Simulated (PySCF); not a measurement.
Input file for PySCF: R-HF/STO-3G on HBr (SMILES Br).

```python
from pyscf import gto, scf, dft, mp
from pyscf.data.elements import chemcore

mol = gto.M(
    atom='''
    Br   -0.54183963   -0.01270923    4.02535655
    H    -0.33510134   -0.43489226    2.64478310
    ''',
    basis='sto-3g',
    charge=0, spin=0, verbose=3, max_memory=1800)
mf = scf.RHF(mol)
mf.conv_tol = 1e-8
mf.max_cycle = 100
mf.kernel()
if not mf.converged:
    mf = mf.newton().run(mf.mo_coeff, mf.mo_occ)
```

Program output:

```
converged SCF energy = -2545.226855281
```

Self-consistency was reached.

Cost: around 0.10 core-seconds (rough).
